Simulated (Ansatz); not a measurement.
Basis-set series for CH3GaOS (`C1[O][GaH][S]1`). Total charge 0; spin multiplicity 1. The geometry is a stationary point of PBE0-D4/def2-TZVP.

| functional | basis | functions | energy (Eh) | HOMO (eV) | LUMO (eV) |
| --- | --- | --- | --- | --- | --- |
| PBE0-D4 | def2-SVP | 93 | -2437.23488 | -7.16 | -0.97 |
| PBE0-D4 | def2-QZVPP | 363 | -2437.81907 | -7.23 | -1.16 |
| ωB97M-V | def2-SVP | 93 | -2437.58106 | -9.28 | 0.77 |
| ωB97M-V | def2-QZVPP | 363 | -2438.16456 | -9.40 | 0.36 |

**Question.** Give the rows for def2-TZVPP. (Best estimate.)

**Answer.** The calculation gave: 
```tsv
functional	basis	functions	energy (Eh)	HOMO (eV)	LUMO (eV)
PBE0-D4	def2-TZVPP	194	-2437.75704	-7.21	-1.10
ωB97M-V	def2-TZVPP	194	-2438.10489	-9.37	0.59
```

Positive LUMOs are unbound and depend on the basis. Scalar relativity is left out up to krypton.

Results of the Gaussian-basis code of Ansatz.
